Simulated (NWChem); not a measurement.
Species: C₄H₇F; SMILES FC(CC)=C

```xyz
12

C     -0.8496     1.6365    -0.2472
C     -0.0701     0.5996     0.0958
F      1.2804     0.7360     0.0585
C     -0.4856    -0.7734     0.5281
C      0.0596    -1.8819    -0.3833
H     -0.4068     2.5961    -0.5485
H     -1.9422     1.5341    -0.2250
H     -1.5923    -0.8071     0.5769
H     -0.1147    -0.9348     1.5653
H      1.1650    -1.8358    -0.4361
H     -0.2243    -2.8833    -0.0041
H     -0.3335    -1.7786    -1.4148
```
Atoms are numbered in this order, from 1.

Results from NWChem. Pople sets run with spherical d functions. Geometry: optimised at PBE-D3(BJ)/def2-SVP.

Problem. Taking Hartree-Fock/6-311++G** as the yardstick, which of these has the fewest basis functions while keeping “highest occupied level (eV)” within 0.1 eV of it: Hartree-Fock/6-31G*; Hartree-Fock/STO-3G; Hartree-Fock/3-21G; Hartree-Fock/6-311G**; Hartree-Fock/6-31+G*?

Solution. Hartree-Fock/6-31+G*.
```
level                    basis functions  highest occupied level (eV)
-----------------------  ---------------  ---------------------------
Hartree-Fock/STO-3G                   32                        -7.80
Hartree-Fock/3-21G                    59                        -9.81
Hartree-Fock/6-31G*                   84                        -9.73
Hartree-Fock/6-31+G*                 104                        -9.91
Hartree-Fock/6-311G**                132                        -9.87
Hartree-Fock/6-311++G**              159                        -9.94
```

The yardstick is one finite set, not the basis-set limit.
